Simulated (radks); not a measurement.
Numerical settings for the thulium ion Tm2+, [Xe] 4f13. All-electron calculation, scalar-relativistic Kohn-Sham, PBE, spin-polarised, spherical densities, finite nucleus; open shells are filled with parallel spins first (spin-orbit coupling, left out, can overturn this in heavy ions); Fermi nuclear charge, rms radius 5.2256 fm. Program: a radial shooting solver on a logarithmic mesh with Libxc functionals. The defaults (mesh step 0.008 in ln r, mesh end at 40 bohr or more with all orbitals vanishing there, Anderson mixing 0.5 over 9 steps, residual threshold near 1e-9 with the energy settled to 1e-9 hartree or 1e-11 of itself, here a cap of 77 iterations) give E = -13565.3315 hartree and 4f at -17.161 eV in 18 iterations. Run on one thread of a shared host, so times are rough (Arm Neoverse V1): 0.3 s of CPU time, 0.3 s wall, 18 iterations on 2254 mesh points. Changes against that run (0 stands for a change within the tolerance of the run):

| setting | iterations | converged | E (mhartree) | e(4f) (meV) | CPU (s) |
|---|---|---|---|---|---|
| mesh step in ln r 0.08 | 4 | no | diverged | - | 0.03 |
| mesh step in ln r 0.2 | 4 | no | diverged | - | 0.02 |
| mesh step in ln r 0.03 | 17 | yes | -0.00209 | 0 | 0.1 |
| mesh end (bohr) 8 | 18 | yes | +0.00706 | +0.993 | 0.29 |
| mesh end (bohr) 1 | 15 | level above zero | +2e+05 | +3.21e+05 | 0.2 |
| residual threshold 1e-13 | 33 | yes | 0 | 0 | 0.4 |
| residual threshold 1e-16 | 77 | no | 0 | 0 | 0.62 |
| mixing 0.01 | 77 | no | 0 | 0 | 1.2 |
| linear mixing, mixing 0.05 | 77 | no | -2.83 | -256 | 1.3 |
| linear mixing, mixing 0.5 | 77 | no | +2.67e+03 | -2.42e+04 | 1.6 |
| mixing history 3 | 19 | yes | 0 | 0 | 0.31 |
| iteration cap 3 | 3 | no | +654 | +1.72e+03 | 0.07 |

Settled on a wrong energy, with an occupied level pushed above zero by the early mesh end: mesh end (bohr) 1 (+200 hartree). Apart from these: no run marked as converged misses the energy by more than 1 mhartree. A mesh that ends early acts as a hard wall.
